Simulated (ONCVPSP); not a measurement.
**What one change does to a pseudopotential (lanthanum (La), ONCV)**

```json
{
 "Element": "lanthanum (La)",
 "Generator": "ONCVPSP 4.0.1",
 "Type": "optimised norm-conserving Vanderbilt (ONCV)",
 "Functional": "LDA (Perdew-Zunger)",
 "Relativity": "scalar-relativistic",
 "Frozen core": "[Kr] 4d10",
 "Valence charge": "11",
 "Reference configuration": "5s2 5p6 5d1 6s1 6p1",
 "Partial waves": "5s+6s: rc 2.50 bohr, ncon 4, nbas 8, qcut 4.8 1/bohr, 3 projectors, debl 3 Ha; 5p+6p: rc 3.50 bohr, ncon 5, nbas 10, qcut 3.7 1/bohr, 3 projectors, debl 0.5 Ha; 5d: rc 3.25 bohr, ncon 4, nbas 9, qcut 5.6 1/bohr, 2 projectors, debl 2.4 Ha; f scattering state at 0.08 Ha: rc 2.50 bohr, ncon 4, nbas 8, qcut 5 1/bohr, local",
 "Local potential": "the f channel",
 "Core correction": "Teter function, fcfact 4.75, rcfact 1.75"
}
```

In the f channel the program set the typed energies aside and used -0.209 Ha.

Change: core correction Teter function, fcfact 4.6, rcfact 1.75.

Cutoffs: the cutoffs (Ha) at which the residual kinetic energy of the hardest occupied pseudo-wave falls to 1 and 0.1 mHa per electron; they do not see the model core or the augmentation charge, which bear on the density cutoff. Errors are all-electron minus pseudo energies relative to the spin-unpolarised reference configuration.

Q: What does the change do?

A: The potential gets neither clearly harder nor softer (8.0 Ha and 9.6 Ha → 8.0 Ha and 9.6 Ha); the errors of the 4 common tests hardly move; neither file shows a bound ghost. A model core, the more so a compact one, raises the density cutoff, which this test does not measure.

| quantity | base | changed |
| --- | --- | --- |
| cutoff, loose | 8.0 Ha | 8.0 Ha |
| cutoff, tight | 9.6 Ha | 9.6 Ha |
| bound ghosts | none | none |
| GHOST(+) flags under 300 eV | d at 89.7 eV, s at 140.8 eV | d at 89.7 eV, s at 140.8 eV |
| error for 5s2 5p6 5d1 6s2 6p0, meV [ΔE -2.46 eV] | -0.7 | -0.6 |
| error for 5s2 5p6 5d1 6s1 6p0, meV [ΔE 3.70 eV] | -1.1 | -1.1 |
| error for 5s2 5p6 5d1 6s0 6p0, meV [ΔE 14.86 eV] | -6.1 | -6.1 |
| error for 5s2 5p6 5d1.5 6s1.5 6p0, meV [ΔE -2.10 eV] | -3.5 | -3.4 |
| s: phases at 2.54 bohr within 0.05 rad from the reference energy up to (Ha; the scan ends near 5) | 4.7 | 4.7 |
| p: phases at 3.54 bohr within 0.05 rad from the reference energy up to (Ha; the scan ends near 5) | 2.2 | 2.2 |
| d: phases at 3.30 bohr within 0.05 rad from the reference energy up to (Ha; the scan ends near 5) | 0.8 | 0.8 |
| f: phases at 2.54 bohr within 0.05 rad from the reference energy up to (Ha; the scan ends near 5) | -0.1 | -0.1 |
| rms error of d²Exc/dni dnj with the model core, mHa | 2.33 | 2.25 |

Base: The cutoffs count occupied waves only; projector 1 of the f channel, the hardest unoccupied one, needs 41 Ha at the loose tolerance. Changed file: The cutoffs count occupied waves only; projector 1 of the f channel, the hardest unoccupied one, needs 41 Ha at the loose tolerance.
